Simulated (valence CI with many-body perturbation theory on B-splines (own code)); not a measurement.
**Ladder of approximations for Tm46+**

Computed by valence CI with perturbative core correlation (CI+MBPT): five valence electrons over a frozen Dirac-Fock core [Ar], a basis of 7 s, 7 p, 8 d, 6 f, 4 g, 1 h functions for each j, with the one-electron correlation potential Σ1, the two-electron term Σ2, the three-electron term Σ3, Breit, model QED; selected CI, second order for the rest (own B-spline code, finite nucleus).

The last digits are not significant, and no measured levels were compared; by estimate large intervals hold to a few tenths of a per cent, small ones and those within an open d or f shell to about a per cent. Only levels of the ground parity were solved; by the run's estimate the other parity begins above the list, which can be wrong where configurations are misplaced.

Each rung adds one term. CI alone is the Dirac-Coulomb CI over the frozen core; QED comes last and gives the full result, which names the levels. Energies are above (3d3/2^4 3d5/2) J=5/2 on the same rung, in cm⁻¹.

Levels are named by their leading jj configuration (3d3/2^4 stands for four electrons in 3d with j = 3/2), which in mixed levels can hold well under half, so a name can repeat and another be missing. Letters in brackets count levels of one name in rising energy.

```
                      Level  CI alone
(3d3/2^3 3d5/2^2) J=5/2 [a]    316766
(3d3/2^3 3d5/2^2) J=7/2 [a]    412206
   (3d3/2^3 3d5/2^2) J=11/2    430461
(3d3/2^3 3d5/2^2) J=3/2 [a]    421121
    (3d3/2^3 3d5/2^2) J=9/2    465357
(3d3/2^3 3d5/2^2) J=5/2 [b]    488344
    (3d3/2^3 3d5/2^2) J=1/2    506991
(3d3/2^3 3d5/2^2) J=7/2 [b]    526404
(3d3/2^3 3d5/2^2) J=3/2 [b]    635064
(3d3/2^2 3d5/2^3) J=5/2 [a]    720944
(3d3/2^2 3d5/2^3) J=7/2 [a]    788175
   (3d3/2^2 3d5/2^3) J=11/2    798649
(3d3/2^2 3d5/2^3) J=9/2 [a]    812502
   (3d3/2^2 3d5/2^3) J=13/2    844412
(3d3/2^2 3d5/2^3) J=1/2 [a]    835630
(3d3/2^2 3d5/2^3) J=3/2 [a]    845775
```

Task: What do these energies become with core correlation, Breit and QED?

Result: (3d3/2^3 3d5/2^2) J=5/2 [a] 317217 (+451); (3d3/2^3 3d5/2^2) J=7/2 [a] 405774 (-6432); (3d3/2^3 3d5/2^2) J=11/2 416665 (-13796); (3d3/2^3 3d5/2^2) J=3/2 [a] 417673 (-3448); (3d3/2^3 3d5/2^2) J=9/2 454810 (-10547); (3d3/2^3 3d5/2^2) J=5/2 [b] 479354 (-8990); (3d3/2^3 3d5/2^2) J=1/2 500294 (-6697); (3d3/2^3 3d5/2^2) J=7/2 [b] 515138 (-11266); (3d3/2^3 3d5/2^2) J=3/2 [b] 628648 (-6416); (3d3/2^2 3d5/2^3) J=5/2 [a] 717157 (-3786); (3d3/2^2 3d5/2^3) J=7/2 [a] 778142 (-10033); (3d3/2^2 3d5/2^3) J=11/2 783035 (-15614); (3d3/2^2 3d5/2^3) J=9/2 [a] 797967 (-14535); (3d3/2^2 3d5/2^3) J=13/2 821137 (-23276); (3d3/2^2 3d5/2^3) J=1/2 [a] 828757 (-6873); (3d3/2^2 3d5/2^3) J=3/2 [a] 838406 (-7369).

Task: How does the ionisation energy move along the ladder, and which term matters most?

Result: CI alone 3883.2, + Σ1 3885.5, + Σ2 3896.2, + Σ3 3896.4, + Breit 3895.0, + QED 3895.0 eV. The largest step is Σ2, 10.7 eV. NIST lists 3895 ± 4 eV (theoretical).
